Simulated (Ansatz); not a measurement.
```yaml
crystal:
  periodic: [false, false, false]
  atoms:
    - {symbol: C, position_ang: [-1.378661, 1.434573, -0.012004]}
    - {symbol: Si, position_ang: [-0.166635, 0.302401, 0.748004]}
    - {symbol: B, position_ang: [1.062093, -0.391942, -0.406299]}
    - {symbol: N, position_ang: [1.283922, -1.836310, -0.516712]}
    - {symbol: H, position_ang: [-1.936870, 0.830110, -0.913445]}
    - {symbol: H, position_ang: [-2.080104, 1.884845, 0.527577]}
    - {symbol: H, position_ang: [-0.614684, 2.243436, -0.497108]}
    - {symbol: H, position_ang: [-1.208677, -0.736232, 1.528982]}
    - {symbol: H, position_ang: [0.355541, 0.946143, 1.890493]}
    - {symbol: H, position_ang: [1.922423, 0.266212, -1.148995]}
    - {symbol: H, position_ang: [2.113318, -2.181967, -1.242484]}
    - {symbol: H, position_ang: [0.870545, -2.617515, -0.050283]}
basis:
  gaussian: {orbitals: def2-TZVP}
total_charge: -1
magnetization: {spin_polarized: true, initial_magnetization: 1}
hamiltonian: {xc: {name: HF}, dispersion: d4}
output: {forces: true}
```

```sh
$ ansatz run in.yaml --threads 2 --pin off --events-out ev --progress --plain --max-ram 4352MiB
```

It prints (some lines left out):

```
Functional definition: HF
1300 factors; their error is unknown
mean field evaluation 1: about -11168.2926 eV, gradient 1.9e1 eV
mean field evaluation 2: about -11170.7440 eV, gradient 7.7e0 eV
mean field evaluation 4: about -11171.2588 eV, gradient 9.5e-1 eV
mean field evaluation 8: about -11171.3153 eV, gradient 2.1e-1 eV
mean field evaluation 16: about -11171.5080 eV, gradient 2.1e-5 eV
mean field -11171.50801841 eV, -410.5453473564 hartree, gradient 2.1e-5 eV, S^2 0.762350; 0 other end points of the search recorded, 0 dependent functions left out
reference -11171.50801841 eV, -410.5453473564 hartree; 21, 20 occupied and 157, 158 virtual orbitals, 1300 factors
Total energy: -11172.41028136 eV, -410.5785049082 hartree
Atom 0 at    -1.378661     1.434573    -0.012004 Å, force     2.587677    -0.498930    -6.148775 eV/Å
Atom 1 at    -0.166635     0.302401     0.748004 Å, force    -2.677825    -1.697844     1.751400 eV/Å
Atom 2 at     1.062093    -0.391942    -0.406299 Å, force     2.638537    -0.646168    -2.539074 eV/Å
Atom 3 at     1.283922    -1.836310    -0.516712 Å, force     4.099108    -2.719204    -3.517003 eV/Å
Atom 4 at    -1.936870     0.830110    -0.913445 Å, force     1.645067     1.767643     2.194767 eV/Å
Atom 5 at    -2.080104     1.884845     0.527577 Å, force    -2.762035     2.064611     2.432733 eV/Å
Atom 6 at    -0.614684     2.243436    -0.497108 Å, force    -2.321483    -1.649266     0.782445 eV/Å
Atom 7 at    -1.208677    -0.736232     1.528982 Å, force     1.202079     0.526280    -0.800665 eV/Å
Atom 8 at     0.355541     0.946143     1.890493 Å, force     0.400596     1.357495     1.676629 eV/Å
Atom 9 at     1.922423     0.266212    -1.148995 Å, force    -1.181546    -0.449548     1.017738 eV/Å
Atom 10 at     2.113318    -2.181967    -1.242484 Å, force    -3.657507     1.300979     3.236941 eV/Å
Atom 11 at     0.870545    -2.617515    -0.050283 Å, force     0.027334     0.643952    -0.087137 eV/Å
Dipole moment:    -0.336747    -0.010692     0.036937 e Å
```

It took 5.5 s on 2 threads of an Arm Neoverse V2 on a shared host, with 0.44 GiB of host memory at the peak.
